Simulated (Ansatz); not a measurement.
Which is lower?

The two ends of one reaction step of CH7BrGe, singlet (PBE0-D4/def2-TZVP).

A:

```xyz
10
angstrom
Ge -0.7619 1.6966 -1.1402
C 0.6216 -1.6103 1.2383
H -2.0207 1.6336 -2.0106
H -0.9395 0.9291 0.1722
H -0.3151 3.1414 -0.8980
H 0.9809 -1.3010 0.2572
Br 0.9294 0.6531 -2.3189
H 1.1790 -2.4856 1.5711
H -0.4380 -1.8585 1.1773
H 0.7642 -0.7985 1.9516
```

B:

Ge1  (-0.661, 0.955, 0.258)
C2  (0.183, -0.623, 1.031)
H3  (-0.422, 0.989, -1.272)
H4  (-2.182, 0.942, 0.484)
H5  (-0.072, 2.248, 0.845)
H6  (0.649, -0.338, -2.185)
Br7  (1.467, -1.387, -2.703)
H8  (1.258, -0.607, 0.847)
H9  (-0.231, -1.530, 0.588)
H10  (0.011, -0.648, 2.107)
(Å)

Computed with Ansatz 0.2.0 (basis: def2-TZVPP); correlated methods freeze the cores. Filled d shells of the heavier atoms are correlated. The def2 sets are not built for correlating such inner shells, so the correlated values are less sure here. B3LYP uses VWN-RPA correlation.

Q: Which structure is lower at CCSD(T), and by how much? (To be estimated.)

A: Computed: A, by 0.941 eV (electronic energy, against the other). By their contacts, A is a complex of GeH₃Br ([GeH3][Br]) + CH₄ and B is a complex of CH₆Ge ([CH3][GeH3]) + HBr.

All methods give the same order:

```tsv
method	E(B) − E(A) (eV)
SPW92	0.830
PBE-D4	0.956
BLYP-D4	0.986
r2SCAN-D4	1.013
B97M-V	1.009
PBE0-D4	0.997
B3LYP-D4	1.019
r2SCAN0-D4	1.036
BHLYP-D4	1.083
CAM-B3LYP-D4	0.995
wB97X-V	1.009
wB97M-V	1.006
B2PLYP	1.021
PBE-QIDH	1.010
RPA on PBE	0.920
HF	1.214
MP2	0.965
CCSD	0.964
CCSD(T)	0.941
```

T1 diagnostic: at most 0.009.

Labels in which every atom is bracketed show which atoms are joined, not bond orders.

For scale, one of the runs: CCSD(T)/def2-TZVPP, 225 basis functions, launched by `ansatz run in.yaml --threads 8 --pin off --events-out ev --progress --plain --max-ram 19148MiB`. The run took 110 s on 8 CPU threads of an Arm Neoverse V1 (shared host), with 3.8 GiB of host memory at its peak.
